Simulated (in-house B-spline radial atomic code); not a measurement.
Radial electron density of In II (In+), [Ar] 3d9 4s2 4p6 4d10 5s2 5f1. Method: Dirac-Kohn-Sham LDA VWN5, spherical fractional occupations, Fermi nucleus of rms radius 4.6156 fm, inside a hard spherical wall at 4.12 bohr. Calculated with a B-spline radial code for spherical atoms.

Columns: r (bohr), 4πr²n(r) (electrons per bohr), bar.

```
 0.00109    1.699 #
 0.00132    2.376 #
 0.00161    3.347 ##
 0.00196    4.671 ###
 0.00239    6.487 ####
  0.0029    8.856 #####
 0.00353    12.02 #######
  0.0043    16.11 #########
 0.00523    21.21 ############
 0.00636    27.37 ###############
 0.00774    34.53 ###################
 0.00942    42.33 #######################
  0.0115    50.26 ############################
  0.0139    56.92 ################################
   0.017    61.92 ##################################
  0.0206     63.8 ###################################
  0.0251    62.51 ###################################
  0.0306    58.96 #################################
  0.0372    55.65 ###############################
  0.0452    55.63 ###############################
   0.055    60.89 ##################################
   0.067    70.27 #######################################
  0.0815    78.47 ############################################
  0.0991    79.33 ############################################
   0.121    70.69 #######################################
   0.147    58.95 #################################
   0.179    53.62 ##############################
   0.217    57.94 ################################
   0.264    63.32 ###################################
   0.322    57.61 ################################
   0.391    40.78 #######################
   0.476    24.84 ##############
   0.579    19.93 ###########
   0.705    22.46 ############
   0.858    22.91 #############
    1.04    18.24 ##########
    1.27    11.56 ######
    1.54    6.612 ####
    1.88    3.566 ##
    2.29    1.897 #
    2.78    1.151 #
    3.39   0.6209 
    4.08 0.002657
```

On this grid the curve has 4 maxima, near 0.0206, 0.0991, 0.264, 0.858 bohr.

The 3d5/2 radial function P(r) = rR(r), positive near the nucleus, with its small component Q(r) (sign convention: Q ≈ (P' + κP/r)/2c):

| r (bohr) | P | Q |
| --- | --- | --- |
| 0.00942 | 0.002538 | -0.0001484 |
| 0.0139 | 0.007534 | -0.0004361 |
| 0.0206 | 0.02191 | -0.001249 |
| 0.0306 | 0.06108 | -0.003413 |
| 0.0452 | 0.1569 | -0.008533 |
| 0.067 | 0.3693 | -0.01938 |
| 0.0991 | 0.7577 | -0.03796 |
| 0.147 | 1.301 | -0.06149 |
| 0.217 | 1.74 | -0.07665 |
| 0.322 | 1.688 | -0.06826 |
| 0.476 | 1.071 | -0.03952 |
| 0.705 | 0.3836 | -0.0129 |
| 1.04 | 0.06498 | -0.001994 |
| 1.54 | 0.003853 | -0.0001079 |
